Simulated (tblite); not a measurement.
Species: C7H7NS.
Bonds: C1–C2, C2–S3 (double), C2–C4, C4–C5 (aromatic), C5–C6 (aromatic), C6–C7 (aromatic), C7–N8 (aromatic), N8–C9 (aromatic), C4–C9 (aromatic). Hydrogens: H10, H11, H12 on C1; H13 on C5; H14 on C6; H15 on C7; H16 on C9.

Computed with GFN2-xTB (tblite), gas phase: nudged elastic band of 9 images (0 to 8), spring 0.2 eV/Å², climbing image at the end, force threshold 0.05 eV/Å. No saddle search or frequency run followed, so the top image need not be a first-order saddle, and its height can exceed the method's true barrier by a kcal/mol or more.

Path: rotation about C4–C2 (substituted aromatic carbon, thiocarbonyl carbon), followed by the dihedral C9–C4–C2–C1, from 17° to -163°. Start geometry (image 0):
```
atom  x, y, z in Å
C1     -2.548   -0.368   -0.034
C2     -1.468    0.639    0.175
S3     -1.852    2.188    0.536
C4     -0.081    0.226    0.032
C5      0.963    1.019    0.522
C6      2.269    0.599    0.367
C7      2.500   -0.612   -0.272
N8      1.528   -1.368   -0.755
C9      0.283   -0.965   -0.613
H10    -2.354   -1.269    0.548
H11    -2.599   -0.651   -1.086
H12    -3.508    0.052    0.255
H13     0.728    1.944    1.028
H14     3.090    1.192    0.740
H15     3.502   -0.999   -0.404
H16    -0.460   -1.617   -1.052
```

The first guess turns that dihedral rigidly in even steps and adds one set of random displacements (0.04 Å standard deviation a coordinate) to every inner image. Energies of the images above image 0 (eV) in the early part of the optimisation:

```json
{"iteration": "0", "1": "1.018", "2": "1.058", "3": "1.101", "4": "1.100", "5": "1.067", "6": "1.057", "7": "1.038", "8": "0.026"}
{"iteration": "10", "1": "0.054", "2": "0.124", "3": "0.183", "4": "0.175", "5": "0.122", "6": "0.093", "7": "0.080", "8": "0.026"}
{"iteration": "20", "1": "0.032", "2": "0.100", "3": "0.158", "4": "0.149", "5": "0.094", "6": "0.066", "7": "0.054", "8": "0.026"}
{"iteration": "30", "1": "0.028", "2": "0.096", "3": "0.155", "4": "0.146", "5": "0.091", "6": "0.062", "7": "0.050", "8": "0.026"}
```

**Question.** Where does the band end, and how far was the first guess from it?

**Answer.** Final energies, images 1 to 8: 0.024, 0.090, 0.148, 0.138, 0.082, 0.051, 0.039, 0.026 eV. The highest point drops from 1.10 eV (image 3) to 0.148 eV (image 3), by 0.95 eV. Image 3 moved by 0.06 Å rms, its dihedral from 85° to 84°. The end images are fixed. The true force on the top image ends at 0.026 eV/Å, and the largest on any image at 0.06 eV/Å; away from the top, the method drives only the force across the path to zero. The last saved iteration is 50.

What follows is the cost of the whole band run. Rough CPU time on one thread of a shared machine: about 9 s.
